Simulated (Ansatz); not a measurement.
The first iterations of a band of a periodic cell of 17 atoms, Be16B (surface Be(0001), adsorbate B).

Level of theory: Ansatz, DFT PBE, scalar-relativistic, plane waves, PAW. Settings: cutoff 420 eV, k mesh 4x4x1, fermi-dirac smearing 0.15 eV, no spin polarisation.

```json
{
  "movable images": "5",
  "climbing image": "yes",
  "spring": "5.0 eV/Å²",
  "optimiser": "quadratic models (default)",
  "start path": "IDPP",
  "force threshold": "0.05 eV/Å",
  "iteration limit": "32",
  "end points": "relaxed",
  "atoms held": "1 to 4"
}
```

First end point:

```xyz
17
Lattice="4.5800 0.0000 0.0000 2.2900 3.9664 0.0000 0.0000 0.0000 17.3826" Properties=species:S:1:pos:R:3
Be 0.000 1.322 1.000
Be 2.290 1.322 1.000
Be 1.145 3.305 1.000
Be 3.435 3.305 1.000
Be 0.012 0.007 2.792
Be 2.289 -0.001 2.795
Be 1.143 1.983 2.795
Be 3.443 1.988 2.797
Be -0.026 1.326 4.594
Be 2.265 1.308 4.586
Be 1.188 3.331 4.571
Be 3.425 3.281 4.594
Be 0.204 0.118 6.549
Be 2.397 -0.099 6.290
Be 1.113 2.126 6.289
Be 3.297 1.904 6.539
B 1.788 1.033 7.449
```

Last end point:

Only the atoms that move by more than 0.05 Å are listed.
```
Be9 0.043 1.347 4.571
Be11 1.119 3.309 4.594
Be13 -0.032 0.143 6.289
Be14 2.152 -0.079 6.539
Be15 1.349 2.101 6.549
Be16 3.542 1.885 6.290
B17 2.933 3.017 7.449
```

| iteration | highest image above the first end (eV) | largest band force component (eV/Å) |
| --- | --- | --- |
| 1 | 0.906 | 1.400 |
| 2 | 0.430 | 0.813 |

Does the band converge within its limit, and where does its top end?

It converged. It ended after 8 iterations with the highest image 0.263 eV above the first end. The profile has 2 maxima (images 1, 4) with wells between them (image 3): this band takes more than one step, which may be the mechanism or a detour left from its start path. By the program's own check the climbing image is a first-order saddle point (lowest curvatures found: -2.55 and 0.49 eV/Å²). Limits of this set-up: coarse k mesh, thin slab, slab without dipole correction, odd electron count without spin.

Run time: 11 min on 1 CPU thread of a shared host.
